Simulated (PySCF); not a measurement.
PySCF input for oxepine (C6H6O), SMILES O1C=CC=CC=C1, B3LYP/pcSseg-1. Geometry optimised at PBE-D3(BJ)/def2-SVP.

```python
import numpy as np
from pyscf import gto, scf, dft
from pyscf.prop.nmr import rks as nmr

mol = gto.M(
    atom='''
    C     1.44229569    0.15038894    0.68466222
    C     1.44229568    0.15038893   -0.68466224
    C     0.30900964   -0.24281392   -1.50578776
    C    -0.99259698   -0.12852257   -1.14451120
    O    -1.40810598    0.54163551    0.00000000
    C    -0.99259697   -0.12852257    1.14451122
    C     0.30900966   -0.24281392    1.50578775
    H     2.39023856    0.36202575    1.20622255
    H     2.39023854    0.36202575   -1.20622259
    H     0.51123751   -0.69541674   -2.49062951
    H    -1.82130234   -0.50746577   -1.76948710
    H    -1.82130232   -0.50746577    1.76948713
    H     0.51123754   -0.69541673    2.49062949
    ''',
    basis='pcSseg-1',
    charge=0,
    spin=0,
    max_memory=1600,
    verbose=3,
)
mf = dft.RKS(mol, xc='b3lyp')
mf.grids.level = 3
mf.conv_tol = 1e-10
mf.max_cycle = 100
mf.kernel()
n = nmr.NMR(mf)
n.verbose = 2
n.max_cycle_cphf = 60
sigma = n.kernel()
print('atom   isotropic/ppm   span/ppm')
for i, s in enumerate(sigma):
    w = np.linalg.eigvalsh((s + s.T) / 2)
    print(f'{mol.atom_symbol(i):2s}{i + 1:3d} {w.mean():14.3f} {w[2] - w[0]:11.3f}')
```

Program output:

```
converged SCF energy = -307.371274558222
atom   isotropic/ppm   span/ppm
C   1         37.889     234.099
C   2         37.889     234.099
C   3         51.304     202.902
C   4         30.379     178.305
O   5        180.528     137.683
C   6         30.379     178.305
C   7         51.304     202.902
H   8         24.985       4.530
H   9         24.985       4.530
H  10         25.637       3.448
H  11         25.549       9.323
H  12         25.549       9.323
H  13         25.637       3.448
```

The run converged.

Cost: roughly 30 core-seconds.
